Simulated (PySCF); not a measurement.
Correlation energy of Ne²⁺ (neon, charge +2)

[He] 2s2 2p4, high-spin 3P determinant. Computed with PySCF 2.14 in dyall-acv3z, with no relativity, point nucleus. Frozen: nothing; 8 electrons correlated; the 5 highest virtual orbitals of each spin left out.

```json
{"level": "CCSD", "correlation energy (mhartree)": "-224.24"}
{"level": "(T)", "correlation energy (mhartree)": "-1.87"}
{"level": "CCSD(T)", "correlation energy (mhartree)": "-226.11"}
```

Diagnostics: T1 = 0.0024, D1 = 0.0066, largest double amplitude 0.021.

Q: Is a single reference adequate?

A: Yes: T1 lies below 0.03 and no double amplitude reaches 0.07.
